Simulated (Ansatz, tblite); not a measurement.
Forces on Si19PH30, a doped nanocrystal cut from the lattice of silicon (P on an inner site) at its PBE-D4/def2-SVP geometry. Charge 0, multiplicity 2.

The xTB rows come from tblite. Single mean-field runs in def2-TZVP are fitted with def2-universal-jkfit.

GFN1-xTB (tblite), largest force 0.78 eV/Å:

```xyz
50
positions Å, forces eV/Å
P    -0.239   -0.590   -0.973   -0.107   -0.509   -0.266
Si    1.369   -0.821    2.404    0.130   -0.083    0.254
Si   -1.714   -0.992    4.797   -0.138   -0.166    0.302
Si   -0.928    2.046    2.649    0.043    0.291    0.118
Si   -3.365   -0.640    1.299   -0.361   -0.311    0.018
Si    4.430   -1.025    0.067    0.288   -0.148   -0.013
Si    2.112    1.980    0.105    0.182    0.312   -0.042
Si    2.573   -0.551   -3.181    0.309   -0.256   -0.297
Si   -2.790    2.263   -1.144   -0.253    0.111   -0.055
Si    0.085    2.187   -3.654   -0.050    0.076   -0.276
Si   -0.052   -2.212    3.671    0.071   -0.177    0.305
Si    2.753   -2.259    1.161    0.316   -0.220    0.134
Si    0.313    0.810    1.063    0.037    0.421    0.077
Si   -1.950   -1.852   -0.154   -0.205   -0.386    0.020
Si   -2.613    0.502    3.222   -0.425    0.213    0.396
Si   -4.422    0.959   -0.067   -0.268    0.167    0.019
Si    0.746   -1.925   -2.624    0.078   -0.214   -0.057
Si    3.431    0.608   -1.307    0.464    0.292   -0.085
Si    1.722    0.937   -4.786    0.126    0.187   -0.282
Si   -1.358    0.848   -2.357   -0.201    0.128   -0.324
H     2.253   -0.095    3.394   -0.239   -0.305   -0.287
H    -1.097   -0.211    5.931   -0.368   -0.436   -0.290
H    -2.777   -1.902    5.363    0.451    0.451    0.022
H    -0.162    2.409    3.903   -0.421    0.123   -0.520
H    -1.521    3.311    2.085    0.400   -0.400    0.477
H    -4.408   -1.650    1.732    0.284    0.286   -0.118
H     5.268   -0.352    1.128   -0.147   -0.411   -0.469
H     5.330   -1.916   -0.755   -0.132    0.426    0.451
H     3.072    2.418    1.189   -0.388    0.060   -0.510
H     1.656    3.224   -0.617    0.367   -0.352    0.522
H     3.712   -1.366   -3.748   -0.311    0.254    0.164
H    -1.990    3.118   -0.202   -0.398   -0.107   -0.566
H    -3.437    3.172   -2.164    0.335   -0.131    0.481
H     0.743    3.191   -2.746   -0.398   -0.209   -0.525
H    -0.817    2.936   -4.604    0.401   -0.060    0.453
H     0.800   -3.001    4.636   -0.398    0.091   -0.473
H    -0.729   -3.199    2.753    0.389    0.214    0.526
H     3.377   -3.268    2.097   -0.345    0.204   -0.495
H     1.920   -3.026    0.165    0.403    0.122    0.572
H    -1.303   -3.054    0.479   -0.338    0.381   -0.538
H    -2.780   -2.317   -1.324    0.433   -0.025    0.481
H    -3.856    1.169    3.770    0.346   -0.213   -0.139
H    -5.363    1.813    0.745    0.136   -0.421   -0.448
H    -5.211    0.279   -1.160    0.107    0.403    0.461
H     1.137   -3.227   -1.982   -0.419    0.433   -0.497
H    -0.120   -2.213   -3.829    0.340   -0.108    0.624
H     4.533    1.480   -1.873   -0.308   -0.251    0.156
H     2.784    1.842   -5.361   -0.446   -0.458   -0.026
H     1.069    0.173   -5.911    0.371    0.435    0.268
H    -2.186   -0.008   -3.287    0.257    0.277    0.294
```

GFN2-xTB (tblite), largest force 1.36 eV/Å:

```
P -0.491 -1.036 -0.729
Si 0.208 -0.628 0.193
Si -0.051 -0.246 0.201
Si -0.236 0.368 0.315
Si -0.389 -0.101 -0.010
Si 0.153 -0.198 0.063
Si 0.409 0.294 -0.111
Si 0.251 -0.031 -0.227
Si -0.399 0.107 -0.042
Si 0.049 0.077 -0.348
Si 0.104 -0.024 0.336
Si 0.430 -0.040 0.199
Si 0.354 0.826 0.749
Si -0.300 -0.442 0.164
Si -0.237 0.149 0.451
Si -0.304 0.175 -0.002
Si 0.222 -0.504 -0.456
Si 0.558 0.185 0.027
Si 0.131 0.195 -0.262
Si -0.225 0.699 -0.355
H -0.273 -0.164 -0.302
H -0.338 -0.407 -0.350
H 0.435 0.444 -0.035
H -0.360 0.006 -0.619
H 0.337 -0.379 0.382
H 0.391 0.262 -0.171
H -0.213 -0.370 -0.457
H -0.199 0.405 0.398
H -0.465 -0.028 -0.412
H 0.216 -0.364 0.366
H -0.419 0.170 0.183
H -0.336 -0.249 -0.471
H 0.416 -0.282 0.426
H -0.365 -0.305 -0.428
H 0.352 -0.192 0.513
H -0.416 0.157 -0.442
H 0.305 0.283 0.408
H -0.346 0.250 -0.469
H 0.328 0.248 0.489
H -0.187 0.468 -0.421
H 0.487 0.116 0.342
H 0.340 -0.212 -0.198
H 0.237 -0.412 -0.422
H 0.131 0.360 0.430
H -0.361 0.523 -0.279
H 0.255 0.006 0.580
H -0.329 -0.239 0.103
H -0.459 -0.445 0.058
H 0.314 0.399 0.280
H 0.287 0.125 0.362
```

PBE-D4/def2-TZVP (Ansatz), largest force 0.16 eV/Å:

```
P -0.119 -0.010 -0.038
Si 0.040 0.015 0.032
Si -0.014 -0.009 0.054
Si -0.011 0.038 0.050
Si -0.081 -0.020 0.004
Si 0.056 0.007 0.016
Si 0.065 0.048 0.029
Si 0.026 -0.020 -0.023
Si -0.021 0.060 -0.033
Si -0.022 0.079 -0.032
Si 0.017 -0.078 0.033
Si 0.030 -0.083 0.033
Si 0.048 -0.034 -0.005
Si 0.033 -0.002 -0.070
Si -0.024 0.019 0.022
Si -0.060 0.006 -0.022
Si -0.033 0.018 0.007
Si 0.092 0.016 -0.007
Si 0.009 0.005 -0.062
Si -0.012 -0.077 0.002
H -0.080 -0.068 -0.092
H -0.068 -0.078 -0.108
H 0.105 0.091 -0.045
H -0.076 -0.025 -0.123
H 0.058 -0.122 0.054
H 0.084 0.080 -0.039
H -0.079 -0.074 -0.115
H -0.080 0.088 0.082
H -0.099 -0.037 -0.114
H 0.041 -0.121 0.071
H -0.090 0.063 0.044
H -0.075 -0.082 -0.083
H 0.062 -0.076 0.091
H -0.069 -0.099 -0.091
H 0.086 -0.069 0.089
H -0.083 0.070 -0.093
H 0.070 0.099 0.091
H -0.063 0.088 -0.097
H 0.083 0.085 0.105
H -0.060 0.115 -0.064
H 0.083 0.036 0.108
H 0.097 -0.052 -0.044
H 0.081 -0.086 -0.079
H 0.067 0.070 0.116
H -0.045 0.117 -0.062
H 0.075 0.018 0.111
H -0.089 -0.069 0.044
H -0.109 -0.096 0.050
H 0.074 0.083 0.107
H 0.081 0.075 0.095
```
